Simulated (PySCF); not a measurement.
H$_{4}$Cl$_{3}$GeNOSi (SMILES N[SiH2][O][Ge]([Cl])([Cl])[Cl]), singlet, at a GFN2-xTB geometry, with bond 8-1 at 2.4 times its length; CASSCF(6,6)/STO-3G in PySCF.

The PySCF input:
```python
from pyscf import gto, scf, mcscf
import numpy

mol = gto.M(
    atom='''
Si   -2.44427868   -0.26499174    1.00414765
N    -3.10892372    0.06753257   -0.54278124
O    -0.84605184    0.10858331    0.93466717
Ge    0.57312251    0.03417900   -0.02310143
Cl    0.84783351   -1.91851327   -0.76524516
Cl    2.11650960    0.59919920    1.28240121
Cl    0.37065299    1.41373498   -1.61055316
H    -3.36420490    1.75840040    3.72398713
H    -2.58916340   -1.70080969    1.22439503
H    -2.77487005    0.86264268   -1.06646191
H    -4.09245680   -0.07031543   -0.70428589
''',
    basis='sto-3g',
    verbose=4,
)

mf = scf.RHF(mol)
mf.kernel()
mc = mcscf.CASSCF(mf, 6, 6)
mc.kernel()
occ = numpy.linalg.eigvalsh(mc.fcisolver.make_rdm1(mc.ci, mc.ncas, mc.nelecas))[::-1]
ss = mc.fcisolver.spin_square(mc.ci, mc.ncas, mc.nelecas)[0]
print('natural occupations', occ.round(4), ' <S^2>', round(ss, 4))
```

Task: What does PySCF print? Leave out banner, timings and long lists.

Result: 
```
PySCF version 2.14.0

[INPUT] verbose = 4
[INPUT] num. atoms = 11
[INPUT] num. electrons = 116
[INPUT] charge = 0
[INPUT] spin (= nelec alpha-beta = 2S) = 0
[INPUT] symmetry False subgroup None
[INPUT] Mole.unit = angstrom
[INPUT] Symbol           X                Y                Z      unit          X                Y                Z       unit  Magmom
[...]
nuclear repulsion = 1070.01271279246
number of shells = 38
number of NR pGTOs = 204
number of NR cGTOs = 68
basis = sto-3g
ecp = {}

******** <class 'pyscf.scf.hf.RHF'> ********
method = RHF
initial guess = minao
damping factor = 0
level_shift factor = 0
DIIS = <class 'pyscf.scf.diis.CDIIS'>
diis_start_cycle = 1
diis_space = 8
diis_damp = 0
SCF conv_tol = 1e-09
SCF conv_tol_grad = None
SCF max_cycles = 50
direct_scf = True
direct_scf_tol = 1e-13
Set gradient conv threshold to 3.16228e-05
Initial guess from minao.
init E= -3827.94802786701
[...]
cycle= 1 E= -3830.31835569283  delta_E= -2.37  |g|= 0.809  |ddm|= 4.96
[...]
cycle= 2 E= -3830.58382700538  delta_E= -0.265  |g|= 0.695  |ddm|= 5.06
[...]
cycle= 3 E= -3830.87928336505  delta_E= -0.295  |g|= 0.161  |ddm|= 1.75
[...]
cycle= 4 E= -3830.88543080959  delta_E= -0.00615  |g|= 0.176  |ddm|= 1.02
[...]
cycle= 5 E= -3830.90908334742  delta_E= -0.0237  |g|= 0.033  |ddm|= 0.592
[...]
cycle= 6 E= -3830.91030578725  delta_E= -0.00122  |g|= 0.0111  |ddm|= 0.163
[...]
cycle= 7 E= -3830.91043550798  delta_E= -0.00013  |g|= 0.00349  |ddm|= 0.0513
[...]
cycle= 8 E= -3830.91044571276  delta_E= -1.02e-05  |g|= 0.00112  |ddm|= 0.0129
[...]
cycle= 9 E= -3830.910446899  delta_E= -1.19e-06  |g|= 0.000269  |ddm|= 0.00405
[...]
cycle= 10 E= -3830.91044697243  delta_E= -7.34e-08  |g|= 6.99e-05  |ddm|= 0.00107
[...]
cycle= 11 E= -3830.91044697681  delta_E= -4.39e-09  |g|= 1.34e-05  |ddm|= 0.000268
[...]
cycle= 12 E= -3830.910446977  delta_E= -1.84e-10  |g|= 3.42e-06  |ddm|= 5.73e-05
[...]
Extra cycle  E= -3830.910446977  delta_E= -3.64e-12  |g|= 2.07e-06  |ddm|= 1.44e-05
converged SCF energy = -3830.910446977

******** <class 'pyscf.mcscf.mc1step.CASSCF'> ********
CAS (3e+3e, 6o), ncore = 55, nvir = 7
max_cycle_macro = 50
max_cycle_micro = 4
conv_tol = 1e-07
conv_tol_grad = None
orbital rotation max_stepsize = 0.02
orbital rotation threshold for CI restart = 0.01
augmented hessian ah_max_cycle = 30
augmented hessian ah_conv_tol = 1e-12
augmented hessian ah_linear dependence = 1e-14
augmented hessian ah_level shift = 1e-08
augmented hessian ah_start_tol = 2.5
augmented hessian ah_start_cycle = 3
augmented hessian ah_grad_trust_region = 3
kf_trust_region = 3
kf_interval = 4
ci_response_space = 4
ci_grad_trust_region = 3
with_dep4 0
natorb = False
canonicalization = True
sorting_mo_energy = False
ao2mo_level = 2
internal_rotation = False
******** <class 'pyscf.fci.direct_spin1.FCISolver'> ********
max. cycles = 50
conv_tol = 1e-08
davidson only = False
linear dependence = 1e-12
level shift = 0.001
max iter space = 12
nroots = 1
pspace_size = 400
spin = None
CASCI E = -3831.09103989989  S^2 = 0.0000000
Set conv_tol_grad to 0.000316228
macro iter   1 ( 21 JK    4 micro), CASSCF E = -3831.09894823932  dE = -7.90833943e-03  S^2 = 0.0000000
               |grad[o]|=0.0604  |grad[c]|=0.0416  |ddm|=0.0414  |maxRot[o]|= 0.24
macro iter   2 ( 21 JK    4 micro), CASSCF E = -3831.10238583081  dE = -3.43759149e-03  S^2 = 0.0000000
               |grad[o]|=0.0292  |grad[c]|=0.0345  |ddm|=0.00476  |maxRot[o]|=0.184
macro iter   3 ( 17 JK    4 micro), CASSCF E = -3831.10290397016  dE = -5.18139348e-04  S^2 = 0.0000000
               |grad[o]|=0.0136  |grad[c]|=0.00904  |ddm|=0.0159  |maxRot[o]|=0.125
macro iter   4 ( 21 JK    4 micro), CASSCF E = -3831.10234840797  dE =  5.55562192e-04  S^2 = 0.0000000
               |grad[o]|=0.00852  |grad[c]|=0.0139  |ddm|=0.00586  |maxRot[o]|=0.144
macro iter   5 ( 21 JK    4 micro), CASSCF E = -3831.10285888862  dE = -5.10480651e-04  S^2 = 0.0000000
               |grad[o]|=0.00699  |grad[c]|=0.00172  |ddm|=0.00383  |maxRot[o]|=0.0476
macro iter   6 ( 21 JK    4 micro), CASSCF E = -3831.10326373327  dE = -4.04844653e-04  S^2 = 0.0000000
               |grad[o]|=0.00577  |grad[c]|=0.00177  |ddm|=0.00288  |maxRot[o]|=0.0613
macro iter   7 ( 21 JK    4 micro), CASSCF E = -3831.10350104162  dE = -2.37308348e-04  S^2 = 0.0000000
               |grad[o]|=0.00457  |grad[c]|=0.00226  |ddm|=0.00266  |maxRot[o]|=0.0476
macro iter   8 ( 17 JK    4 micro), CASSCF E = -3831.10397379807  dE = -4.72756453e-04  S^2 = 0.0000000
               |grad[o]|=0.00413  |grad[c]|=0.0105  |ddm|=0.0189  |maxRot[o]|=0.0885
macro iter   9 ( 21 JK    4 micro), CASSCF E = -3831.10484150159  dE = -8.67703523e-04  S^2 = 0.0000000
               |grad[o]|=0.00427  |grad[c]|=0.0342  |ddm|=0.0496  |maxRot[o]|=0.207
macro iter  10 ( 21 JK    4 micro), CASSCF E = -3831.10585868925  dE = -1.01718766e-03  S^2 = 0.0000000
               |grad[o]|=0.00726  |grad[c]|=0.0129  |ddm|=0.0105  |maxRot[o]|=0.123
macro iter  11 (  7 JK    2 micro), CASSCF E = -3831.10713933076  dE = -1.28064151e-03  S^2 = 0.0000000
               |grad[o]|=0.00725  |grad[c]|=0.0146  |ddm|=0.00778  |maxRot[o]|=0.0685
macro iter  12 (  7 JK    2 micro), CASSCF E = -3831.10854629523  dE = -1.40696446e-03  S^2 = 0.0000000
               |grad[o]|=0.00736  |grad[c]|=0.0152  |ddm|=0.00882  |maxRot[o]|=0.0692
macro iter  13 (  7 JK    2 micro), CASSCF E = -3831.10992642280  dE = -1.38012757e-03  S^2 = 0.0000000
               |grad[o]|=0.00705  |grad[c]|=0.013  |ddm|=0.00927  |maxRot[o]|=0.0695
macro iter  14 (  7 JK    2 micro), CASSCF E = -3831.11104517329  dE = -1.11875049e-03  S^2 = 0.0000000
               |grad[o]|=0.00611  |grad[c]|=0.00841  |ddm|=0.00835  |maxRot[o]|=0.0697
macro iter  15 (  7 JK    2 micro), CASSCF E = -3831.11170495039  dE = -6.59777101e-04  S^2 = 0.0000000
               |grad[o]|=0.00451  |grad[c]|=0.00214  |ddm|=0.00617  |maxRot[o]|=0.0697
macro iter  16 (  5 JK    2 micro), CASSCF E = -3831.11182152732  dE = -1.16576930e-04  S^2 = 0.0000000
               |grad[o]|=0.0023  |grad[c]|=0.000942  |ddm|=0.00136  |maxRot[o]|= 0.03
macro iter  17 (  9 JK    3 micro), CASSCF E = -3831.11169226835  dE =  1.29258972e-04  S^2 = 0.0000000
               |grad[o]|=0.001  |grad[c]|=0.00166  |ddm|=0.00248  |maxRot[o]|=0.038
macro iter  18 (  7 JK    2 micro), CASSCF E = -3831.11179178826  dE = -9.95199148e-05  S^2 = 0.0000000
               |grad[o]|=0.00136  |grad[c]|=0.000351  |ddm|=0.000449  |maxRot[o]|=0.021
macro iter  19 (  5 JK    2 micro), CASSCF E = -3831.11183150376  dE = -3.97154990e-05  S^2 = 0.0000000
               |grad[o]|=0.000766  |grad[c]|=0.000422  |ddm|=0.000311  |maxRot[o]|=0.0164
macro iter  20 (  3 JK    1 micro), CASSCF E = -3831.11183979340  dE = -8.28963675e-06  S^2 = 0.0000000
               |grad[o]|=0.000323  |grad[c]|=0.000518  |ddm|=0.000193  |maxRot[o]|=0.0112
macro iter  21 (  3 JK    1 micro), CASSCF E = -3831.11183981227  dE = -1.88751983e-08  S^2 = 0.0000000
               |grad[o]|=3.56e-05  |grad[c]|=4.31e-05  |ddm|=7.73e-05  |maxRot[o]|=0.000461
1-step CASSCF converged in  21 macro (269 JK  61 micro) steps
CASSCF canonicalization
Density matrix diagonal elements [1.98585108 1.98462528 1.13737467 0.86064759 0.02174973 0.00975166]
CASSCF energy = -3831.11183981227
CASCI E = -3831.11183981227  E(CI) = -5.68581321936244  S^2 = 0.0000000
natural occupations [1.9867 1.9849 1.1386 0.8614 0.0187 0.0096]  <S^2> 0.0
```
